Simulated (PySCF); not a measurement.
[Pb(NH2)3]− at several levels of theory

Computed with PySCF 2.14.0 (density fitting, no spin-orbit coupling) at the geometry relaxed with PBE0:

```xyz
10
[Pb(NH2)3]− (singlet; a saddle point, relaxed within its symmetry)
Pb    0.0000    0.0000    0.0000
N     2.3870    0.0000    0.0000
H     3.0083    0.8160    0.0239
H     3.0083   -0.8160   -0.0239
N    -1.1935    2.0672    0.0000
H    -2.2108    2.1973    0.0239
H    -0.7975    3.0133   -0.0239
N    -1.1935   -2.0672    0.0000
H    -0.7975   -3.0133    0.0239
H    -2.2108   -2.1973   -0.0239
```

```json
{"level": "PBE0", "basis": "Pb def2-SVP with ECP60, N def2-SVP, H def2-SVP", "state": "singlet", "HOMO (eV)": "-0.18", "gap (eV)": "4.10", "charge on Pb1 (e)": "0.52", "dipole about the centre of mass (D)": "0.00", "largest force component (eV/Å)": "0.01"}
{"level": "PBE0", "basis": "Pb def2-TZVP with ECP60, N def2-TZVP, H def2-TZVP", "state": "singlet", "HOMO (eV)": "-0.84", "gap (eV)": "4.25", "charge on Pb1 (e)": "0.91", "dipole about the centre of mass (D)": "0.00", "largest force component (eV/Å)": "0.42"}
```

Charges are Mulliken's, which hang on the basis. The relaxation used the grid (50, 194), these runs (75, 302) or, all-electron (x2c bases, spin-free X2C Hamiltonian), (99, 590).

Q: A further run in the first row's basis gives HOMO (eV) 0.35, gap (eV) 3.31, charge on Pb1 (e) 0.46, dipole about the centre of mass (D) 0.00, largest force component (eV/Å) 0.20. Which level was it?
A. HF
B. TPSSh

A: B. The others give HOMO -2.42 eV (HF).

In the first row's basis the gap widens with exact exchange: 3.3 to 4.1 eV for TPSSh, PBE0 (a fixed share); 8.6 eV for Hartree–Fock (rising or full at long range).

The highest filled level of some runs lies above zero, as often for anions with such functionals and bases.
